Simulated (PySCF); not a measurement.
Isomers of C4H10Si2.

All values: PBE0/pcSseg-1 (PySCF) at GFN2-xTB geometries, gas phase, one conformer each.

Question: Rank by HOMO energy, lowest first.
A. `[CH3:1][CH2:2][SiH2:3][C:4]#[C:5][SiH3:6]` with C1–C2–Si3–C4 62°
B. `[SiH3]CC#CC[SiH3]`
C. `[CH3:1][SiH2:2][CH2:3][C:4]#[C:5][SiH3:6]` with C1–Si2–C3–C4 -56°

Answer: A (-7.92 eV), C (-7.35 eV), B (-6.80 eV).

Question: Rank by the highest Hirshfeld charge on any atom, highest value first.
A. `[CH3:1][CH2:2][SiH2:3][C:4]#[C:5][SiH3:6]` with C1–C2–Si3–C4 62°
B. `[CH:1]#[C:2][Si@@H:3]([SiH3:4])[CH2:5][CH3:6]` with C2–Si3–C5–C6 179°
C. `[SiH3]CC#CC[SiH3]`

Answer: A (+0.362 e), C (+0.326 e), B (+0.296 e).

Question: Rank by the highest IAO charge on any atom, lowest value first.
A. `[CH3:1][SiH2:2][CH2:3][C:4]#[C:5][SiH3:6]` with C1–Si2–C3–C4 -56°
B. `[CH3:1][CH2:2][SiH2:3][C:4]#[C:5][SiH3:6]` with C1–C2–Si3–C4 62°
C. `[SiH3]CC#CC[SiH3]`

Answer: C (+0.630 e), B (+0.772 e), A (+0.794 e).

All values together:

| SMILES | μ (D) | HOMO (eV) | LUMO (eV) | lowest IAO charge (e) | highest IAO charge (e) | lowest Hirshfeld charge (e) | highest Hirshfeld charge (e) |
| --- | --- | --- | --- | --- | --- | --- | --- |
| C[SiH2]CC#C[SiH3] | 1.22 | -7.35 | 0.33 | -0.717 (C) | +0.794 (Si) | -0.211 (C) | +0.364 (Si) |
| [SiH3]CC#CC[SiH3] | 0.46 | -6.80 | 0.64 | -0.546 (C) | +0.630 (Si) | -0.141 (C) | +0.326 (Si) |
| CC[SiH2]C#C[SiH3] | 0.65 | -7.92 | -0.41 | -0.529 (C) | +0.772 (Si) | -0.151 (C) | +0.362 (Si) |
| C#C[Si@@H]([SiH3])CC | 0.66 | -7.80 | -0.23 | -0.515 (C) | +0.628 (Si) | -0.158 (C) | +0.296 (Si) |

Conformers: `[CH3:1][SiH2:2][CH2:3][C:4]#[C:5][SiH3:6]` with C1–Si2–C3–C4 -56°; `[CH3:1][CH2:2][SiH2:3][C:4]#[C:5][SiH3:6]` with C1–C2–Si3–C4 62°; `[CH:1]#[C:2][Si@@H:3]([SiH3:4])[CH2:5][CH3:6]` with C2–Si3–C5–C6 179°.
